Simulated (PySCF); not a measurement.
CH5ClFNSi2, SMILES [Si@H]1(Cl)[Si@H](F)CN1.

Geometry: B3LYP-D3(BJ)/def2-SVP. The structure was generated by enumeration; whether it is a known compound was not checked.

Method: B3LYP-D3(BJ)/def2-SVP in PySCF.

Frequencies are harmonic and unscaled.

Q: List the normal modes with their intensities. (Estimate from the structure and the level; the computed values follow.)

A: 
```csv
mode,ν (cm⁻¹),IR (km/mol),moving atoms (share of kinetic energy)
1,73,1.5,"C 21 %, H 20 %, N 18 %, F 15 %, Cl 13 %, Si 12 %"
2,94,3.1,"Si 37 %, Cl 34 %, F 17 %, H 8 %"
3,155,3.0,"F 48 %, Si 20 %, Cl 12 %, N 9 %"
4,227,0.6,"F 19 %, H 18 %, Si 18 %, N 17 %, Cl 16 %, C 12 %"
5,263,5.7,"Si 24 %, F 20 %, H 19 %, N 15 %, Cl 14 %"
6,427,8.4,"Si 46 %, N 20 %, C 14 %, H 10 %"
7,445,31.8,"Si 64 %, H 25 %"
8,477,82.8,"H 66 %, Si 17 %, N 10 %"
9,531,113.7,"Si 47 %, Cl 28 %, H 15 %"
10,621,35.3,"H 69 %, C 20 %"
11,679,162.6,"H 53 %, C 22 %, Si 20 %"
12,725,52.5,"H 54 %, Si 23 %, C 15 %"
13,781,48.9,"H 75 %, C 13 %"
14,827,29.2,"H 59 %, N 23 %, Si 13 %"
15,834,19.0,"H 62 %, F 24 %"
16,858,181.4,"H 61 %, Si 20 %, N 17 %"
17,911,141.7,"Si 43 %, F 31 %, H 22 %"
18,1042,32.1,"C 37 %, N 36 %, H 26 %"
19,1159,18.6,"H 77 %, C 17 %"
20,1174,2.9,H 88 %
21,1333,27.9,"H 64 %, N 21 %, C 14 %"
22,1473,3.1,H 92 %
23,2234,180.0,H 97 %
24,2240,82.2,H 97 %
25,2997,49.0,H 95 %
26,3045,23.9,"H 90 %, C 10 %"
27,3580,17.1,H 93 %
```
